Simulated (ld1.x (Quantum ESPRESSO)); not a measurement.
W (Z = 74): excitation energies, all-electron against TM

* Element: tungsten
* Generator: ld1.x (Quantum ESPRESSO) 7.5
* Type: norm-conserving Troullier–Martins (Kleinman–Bylander form)
* Functional: PBE
* Relativity: scalar-relativistic
* Frozen core: [Xe] 4f14
* Valence charge: 6
* Reference configuration: 5d4 6s1.5 6p0.5
* Partial waves: 6p (bound): rc 2.85 bohr; 5d (bound): rc 1.85 bohr; 6s (bound): rc 2.25 bohr
* Local potential: the s channel
* Core correction: none

Energies are relative to the spin-unpolarised reference configuration 5d4 6s1.5 6p0.5; without spin polarisation the order of configurations can differ from experiment.

(1) Give the all-electron excitation energy and the error of the potential for: 5d4 6s2 6p0; 5d4 6s1 6p0; 5d4 6s0 6p0; 5d4 6s0 6p2; 5d5 6s0 6p0; 5d4 6s0 6p1; 5d5 6s1 6p0.

Levels in the configuration 5d4 6s0 6p0:

| level | all-electron (eV) | pseudo (eV) |
| --- | --- | --- |
| 5d | -19.881 | -19.817 |

## Answers

(1)

```
valence configuration  charge  ΔE all-electron (eV)  error AE − PS (meV)
          5d4 6s2 6p0       0                -2.210                 +1.4
          5d4 6s1 6p0      +1                 6.673                 +2.1
          5d4 6s0 6p0      +2                22.353                  +63
          5d4 6s0 6p2       0                 7.049                  +10
          5d5 6s0 6p0      +1                 7.482                  -24
          5d4 6s0 6p1      +1                12.126                  +19
          5d5 6s1 6p0       0                -0.671                  -33
```
